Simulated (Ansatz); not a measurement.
`C=C(F)CCl` and `C=C(F)B[SiH3]` differ in one atom or group.

Ansatz, PBE0-D4/def2-TZVP geometries, multiplicity 1. Each molecule was computed in one conformer, which needn't be the lowest.

| property | `C=C(F)CCl` |
| --- | --- |
| LUMO energy (ωB97M-V/def2-TZVPP) / eV | 1.63 |
| size of the dipole moment (PBE/def2-TZVPP) / D | 2.19 |
| size of the dipole moment (B3LYP/def2-TZVPP) / D | 2.33 |
| HOMO energy (B3LYP/def2-TZVPP) / eV | -7.64 |
| HOMO energy (PBE0/def2-TZVPP) / eV | -7.87 |
| HOMO–LUMO gap (PBE/def2-TZVPP) / eV | 5.08 |

**Question.** What does the change do to each property? (Best estimate.)

**Answer.** Computed: 
| property | `C=C(F)B[SiH3]` | shift |
| --- | --- | --- |
| LUMO energy (ωB97M-V/def2-TZVPP) / eV | -0.77 | -2.40 |
| size of the dipole moment (PBE/def2-TZVPP) / D | 1.98 | -0.21 |
| size of the dipole moment (B3LYP/def2-TZVPP) / D | 2.09 | -0.24 |
| HOMO energy (B3LYP/def2-TZVPP) / eV | -8.05 | -0.41 |
| HOMO energy (PBE0/def2-TZVPP) / eV | -8.28 | -0.41 |
| HOMO–LUMO gap (PBE/def2-TZVPP) / eV | 3.44 | -1.64 |

With PBE0 the HOMO falls by 0.41 eV and the LUMO falls by 2.23 eV, so the gap narrows by about 1.82 eV. PBE moves the HOMO by -0.48 eV and ωB97M-V by -0.40 eV. Dipoles are sizes alone; their direction can turn.

B3LYP here is the variant with VWN-RPA as its local correlation; programs differ in this.
